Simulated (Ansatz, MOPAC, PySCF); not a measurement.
Molecule: HTe (charge -1, singlet). SMILES: [TeH-]
Geometry from a B3LYP-D3(BJ)/def2-TZVP (Ansatz, a first-principles code) optimisation:
```xyz
2

Te     0.0000     0.0000    -0.0316
H      0.0000     0.0000     1.6422
```
Charge -1, spin multiplicity 1.

Unscaled harmonic wavenumbers (cm⁻¹) in rising order, each level at the stationary point that it reaches from this structure (no distance between atoms moves by over 0.3 Å); the order of modes can differ between levels, and a negative number is imaginary. B3LYP-D3(BJ)/def2-TZVP (PySCF, at the structure above): 2034.

PM6 (MOPAC): 2013. Zero-point energy 2.9 against 2.9 kcal/mol; where all levels lie over 400 cm⁻¹, the wavenumbers are on average 0.990 times those of B3LYP-D3(BJ)/def2-TZVP.

HF/6-31G* with LANL2DZ past Ar (Ansatz): 2009. Zero-point energy 2.9 against 2.9 kcal/mol; where all levels lie over 400 cm⁻¹, the wavenumbers are on average 0.988 times those of B3LYP-D3(BJ)/def2-TZVP.

B3LYP/6-31G* with LANL2DZ past Ar (Ansatz): 1914. Zero-point energy 2.7 against 2.9 kcal/mol; where all levels lie over 400 cm⁻¹, the wavenumbers are on average 0.941 times those of B3LYP-D3(BJ)/def2-TZVP.
